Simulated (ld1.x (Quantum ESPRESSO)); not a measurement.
**Pb, PAW: configuration errors across variants**

```json
{
  "Element": "lead",
  "Generator": "ld1.x (Quantum ESPRESSO) 7.5",
  "Type": "PAW",
  "Functional": "PBE",
  "Relativity": "fully relativistic",
  "Frozen core": "[Xe] 4f14",
  "Valence charge": "14",
  "Reference configuration": "5d10 6s2 6p1.5 (charge +0.5)",
  "Partial waves": "6s (bound): rcut 1.70, rcutus 2.25 bohr; 6s channel at 0.55 Ry: rcut 1.70, rcutus 2.25 bohr; 6p (bound): rcut 1.75, rcutus 2.25 bohr; 6p channel at 2.6 Ry: rcut 1.75, rcutus 2.25 bohr; 5d (bound): rcut 1.15, rcutus 1.40 bohr; 5d channel at -1.5 Ry: rcut 1.15, rcutus 1.40 bohr",
  "Local potential": "all-electron potential smoothed inside 2.05 bohr (lloc = -1)",
  "Core correction": "Bessel-smoothed model core, default radius (core density twice the valence density)",
  "Augmentation charge": "PSQ, inside the norm-conserving radii"
}
```

Open shells are filled in proportion to 2j + 1 (rel_dist='average').

All-electron excitation energies from the reference (eV): (1) 5d10 6s2 6p2 -2.549; (2) 5d10 6s2 6p1 4.149; (3) 5d10 6s2 6p0 17.754; (4) 5d9 6s2 6p2 24.527; (5) 5d9 6s2 6p3 16.556; (6) 5d10 6s1 6p2 13.500; (7) 5d10 6s1 6p3 6.018.

2 further variants failed, have other tests or too few solved ones, and are left out.

Errors AE − PS in meV (a dash: test not solved or not reliable):

```tsv
change	(1)	(2)	(3)	(4)	(5)	(6)	(7)	bound ghosts
base	+0.1	0.0	-0.4	-48	-47	-0.7	-0.7	not determined
waves 6s (bound): rcut 1.70, rcutus 1.92 bohr; 6s channel at 0.55 Ry: rcut 1.70, rcutus 1.92 bohr	+0.1	0.0	-0.7	-53	-51	-0.7	-0.8	not determined
waves 6s (bound): rcut 1.70, rcutus 2.12 bohr; 6s channel at 0.55 Ry: rcut 1.70, rcutus 2.12 bohr	+0.1	0.0	-0.5	-51	-50	-0.7	-0.8	not determined
waves 6s (bound): rcut 1.70, rcutus 2.46 bohr; 6s channel at 0.55 Ry: rcut 1.70, rcutus 2.46 bohr	+0.2	-0.1	-0.9	-43	-43	-0.9	-0.7	not determined
waves 6s (bound): rcut 1.70, rcutus 2.60 bohr; 6s channel at 0.55 Ry: rcut 1.70, rcutus 2.60 bohr	+0.1	0.0	-0.2	-39	-39	-0.4	-0.5	not determined
waves 6s (bound): rcut 1.70, rcutus 2.86 bohr; 6s channel at 0.55 Ry: rcut 1.70, rcutus 2.86 bohr	+0.1	0.0	-0.3	-32	-33	-0.2	-0.3	not determined
waves 6s (bound): rcut 1.70, rcutus 3.12 bohr; 6s channel at 0.55 Ry: rcut 1.70, rcutus 3.12 bohr	+0.1	+0.1	-0.2	-29	-29	-0.1	-0.2	not determined
```

(1) Give the same row for: waves 6s (bound): rcut 1.70, rcutus 3.42 bohr; 6s channel at 0.55 Ry: rcut 1.70, rcutus 3.42 bohr.

Answers

(1) +0.2, +0.1, 0.0, -27, -28, -0.2, -0.1; bound ghosts: not determined.
